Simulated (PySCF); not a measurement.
This PySCF input asks for the NMR shieldings of SMILES FC(F)(F)O[C@H]1OC[SiH2]1, C₃H₅F₃O₂Si; the geometry comes from GFN2-xTB.

```python
import basis_set_exchange as bse
import numpy as np
from pyscf import gto, dft
from pyscf.prop import nmr

atoms = """
F     2.600688   -1.937244   -0.482434
C     1.990970   -0.748159   -0.463956
F     1.822380   -0.396620   -1.745515
F     2.878357    0.126340    0.040939
O     0.877452   -0.844815    0.233281
C     0.204083    0.402678    0.566888
O    -0.227660    1.076841   -0.571251
C    -1.600122    0.645511   -0.704073
Si   -1.591976   -0.084086    1.079555
H     0.899870    1.018800    1.140336
H    -1.690666   -0.071136   -1.524752
H    -2.223294    1.512063   -0.929405
H    -2.148815    0.813720    2.087546
H    -1.791946   -1.514365    1.250676
"""
names = dict.fromkeys(["F", "C", "O", "Si", "H"], "pcSseg-1")
basis = {el: gto.basis.parse(bse.get_basis(n, elements=[el], fmt="nwchem")) for el, n in names.items()}
mol = gto.M(atom=atoms, basis=basis, charge=0, verbose=0)
mf = dft.RKS(mol, xc="PBE0")
mf.grids.level = 2
mf.grids.alignment = dft.numint.BLKSIZE   # the property module wants whole blocks of grid points
mf.conv_tol = 1e-9
mf.kernel()

calc = nmr.RKS(mf)   # GIAO
C = mf.mo_coeff
Co = C[:, mf.mo_occ > 0]
resp = mf.gen_response(singlet=True, hermi=2)
def vind(x):   # induced exchange potential for any number of trial vectors
    d = np.einsum("pi,xij,qj->xpq", C, 2 * x.reshape(-1, C.shape[1], Co.shape[1]), Co, optimize=True)
    return np.einsum("xpq,pi,qj->xij", resp(d - d.transpose(0, 2, 1)), C, Co, optimize=True).ravel()
mo1, _ = nmr.rhf.solve_mo1(calc, with_cphf=vind)
sigma = calc.kernel(mo1)
for i, s in enumerate(sigma):   # ppm
    print("%2d %-2s %9.2f" % (i, mol.atom_pure_symbol(i), np.trace(s) / 3))
```

Question: Give the expected output.

Answer: 
```
 0 F     239.05
 1 C      55.64
 2 F     234.48
 3 F     256.24
 4 O     179.82
 5 C      77.20
 6 O     228.78
 7 C     121.67
 8 Si    362.84
 9 H      25.76
10 H      26.62
11 H      27.08
12 H      26.35
13 H      26.43
```

These numbers come from an equivalent density-fitted implementation of the same equations, which agrees with the script to about 0.01 ppm for H and up to a few tenths of a ppm for heavy atoms, so last digits may differ.

Question: Turn these shieldings into chemical shifts. Scale: CFCl3 for ¹⁹F (σref 170.95); ¹³C (σref 186.93), ²⁹Si (σref 349.16), ¹H (σref 31.72) vs TMS; H2O for ¹⁷O (σref 336.08) (reference shieldings calculated alike).

Answer: Averaging equivalent atoms: F 0/2/3: -72.3; C 1: 131.3; C 5: 109.7; C 7: 65.3; O 4: 156.3; O 6: 107.3; Si 8: -13.7; H 9: 5.95; H 12: 5.36; H 13: 5.29; H 10: 5.10; H 11: 4.64 ppm. Unscaled 19F shifts against computed CFCl3 carry errors that often reach 10 to 50 ppm. Experimental scales use liquid or dissolved standards, which lie at an offset from isolated H2O (liquid H2O: subtract about 36 ppm).

Size and cost of the density-fitted run: 185 basis functions, 40 s wall time on 1 thread of an Arm Neoverse V2, shared host; peak memory 0.81 GiB.
